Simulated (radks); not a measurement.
The numbers below are computed, except where a source is named.
Pb2+, configuration [Hg].

Code: a radial shooting solver on a logarithmic mesh with Libxc functionals. Model: scalar-relativistic Kohn-Sham, PBEsol, spin-unpolarised, spherical densities, finite nucleus; Fermi nuclear charge, rms radius 5.5012 fm.

Energy parts (eV):
total: -567894.61
kinetic: 641344.41
electron-nucleus: -1416279.35
Hartree: 217389.25
exchange-correlation: -10348.92

Orbitals (lengths in bohr, moments of r in powers of bohr):
orbital  occ.  eigenvalue (eV)      <r>      <r^2>
1s          2        -88060.78  0.01606  0.0003576
2s          2        -15766.39  0.06763   0.005425
2p          6        -13534.21  0.06144   0.004619
3s          2        -3797.480   0.1746    0.03489
3p          6        -3157.063   0.1765    0.03613
3d         10        -2501.844   0.1600    0.02993
4s          2        -872.3610   0.3844     0.1667
4p          6        -662.3539   0.4101     0.1911
4d         10        -418.7838   0.4311     0.2144
5s          2        -160.8894   0.8534     0.8161
4f         14        -149.8010   0.4539     0.2467
5p          6        -102.6449   0.9767      1.076
5d         10         -37.8831    1.293      1.937
6s          2         -27.5094    2.169      5.277

The highest occupied level is 6s at -27.509 eV. The density falls to 0.001 e/bohr^3 at r = 3.67 bohr. The electron density at the nucleus is 2.952e+06 e/bohr^3 (large components only). Summed over all electrons, <r^2> = 45.72 bohr^2, which gives a Langevin (diamagnetic) susceptibility term of -36.2 x 10^-6 cm^3/mol.
